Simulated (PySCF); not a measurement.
5-methyl-1-hexanol, C7H16O.
Bonds: C1–C2, C2–C3, C2–C4, C4–C5, C5–C6, C6–C7, C7–O8. Hydrogens: H9, H10, H11 on C1; H12 on C2; H13, H14, H15 on C3; H16, H17 on C4; H18, H19 on C5; H20, H21 on C6; H22, H23 on C7; H24 on O8.

Level of theory: PySCF 2.14.0, PBE0-D3(BJ)/def2-SVP geometry optimisation, gas phase.

Question: What internal coordinates does the optimisation give?

Answer: 
| bond | length (pm) | order |
| --- | --- | --- |
| C1–C2, C2–C3 | 152.5 | single |
| C2–C4 | 153.0 | single |
| C4–C5 | 152.2 | single |
| C5–C6 | 152.1 | single |
| C6–C7 | 151.9 | single |
| C7–O8 | 140.2 | single |
| C1–H9 and 5 like bonds | 110.2 | single |
| C2–H12 | 110.7 | single |
| C4–H16, C4–H17 | 110.6 | single |
| C5–H18, C5–H19 | 110.5 | single |
| C6–H20, C6–H21 | 110.5 | single |
| C7–H22, C7–H23 | 110.7 | single |
| O8–H24 | 96.3 | single |

Bonds in one row agree within 1 pm and their mean is given. Orders are formal, as drawn. A selection of angles:
| angle | degrees |
| --- | --- |
| C2–C1–H9 | 110.7 |
| H9–C1–H10 | 107.7 |
| C1–C2–C3 | 110.7 |
| C1–C2–C4 | 112.5 |
| C1–C2–H12 | 107.8 |
| C4–C2–H12 | 107.3 |
| C2–C4–C5 | 115.4 |
| C2–C4–H16 | 108.8 |
| C5–C4–H16 | 109.4 |
| H16–C4–H17 | 105.6 |
| C4–C5–C6 | 113.3 |
| C4–C5–H18 | 110.0 |
| C6–C5–H18 | 109.1 |
| H18–C5–H19 | 105.8 |
| C5–C6–C7 | 113.6 |
| C5–C6–H20 | 110.4 |
| C7–C6–H20 | 108.4 |
| C7–C6–H21 | 108.9 |
| H20–C6–H21 | 106.0 |
| C6–C7–O8 | 113.3 |
| C6–C7–H22 | 109.6 |
| O8–C7–H22 | 106.3 |
| O8–C7–H23 | 111.8 |
| H22–C7–H23 | 106.1 |
| C7–O8–H24 | 107.8 |

Torsions: C1–C2–C4–C5 62° (synclinal); C2–C4–C5–C6 176° (antiperiplanar); C4–C5–C6–C7 179° (antiperiplanar); C5–C6–C7–O8 177° (antiperiplanar); H24–O8–C7–C6 60° (synclinal). The mirror-image conformer, all signs reversed, is as good.

Of the pairs four or more bonds apart, H10···H18 is among the closest relative to their van der Waals radii: 2.24 Å, 93 % of the sum of Bondi's values.

Point group: C1 (no symmetry element, even within 0.4 Å). PBE0-D3(BJ)/def2-SVP frequencies: not computed here. One conformer, not necessarily the lowest (C1–C2–C4–C5 62°, C2–C4–C5–C6 176°, C4–C5–C6–C7 179°, C5–C6–C7–O8 177°, C6–C7–O8–H 60°).
